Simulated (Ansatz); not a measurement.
Computed with Ansatz on PBE0-D4/def2-TZVP structures; ΔE is electronic, products minus reactants. CBS: MP2 limit from def2 TZ/QZ plus the TZ coupled-cluster correction, frozen cores. This one scheme is used for every species. DFT in def2-TZVPP. For Ge outer-core shells are correlated without core-valence functions, which leaves a few kJ/mol of doubt a bond. Scalar relativity is left out up to krypton. Each species was taken in one conformer, which may not be the lowest.

`O[SiH](O)[NH][GeH3]` + `OPO` → `O[P](O)[GeH3]` + `N[SiH](O)O`  (ligand exchange at a Ge–N bond)

```json
{"level": "ωB97X-V", "ΔE (kJ/mol)": "7.9"}
{"level": "PBE0", "ΔE (kJ/mol)": "-4.5"}
```

Problem. What does CCSD(T)/CBS give? (Best estimate.)

Solution. The calculation gave: +7.7 kJ/mol. The listed levels differ from it by 0.2, -12.2 kJ/mol.

Largest T1 diagnostic among the species: 0.014.

From PBE to PBE0 (25 % exact exchange), in def2-TZVPP and without D4, ΔE moves by +8.9 kJ/mol. In def2-TZVPP, CCSD(T) changes the Hartree–Fock value by −14.6 kJ/mol (the triples alone add −2.6 kJ/mol) and MP2 by −12.2 kJ/mol.
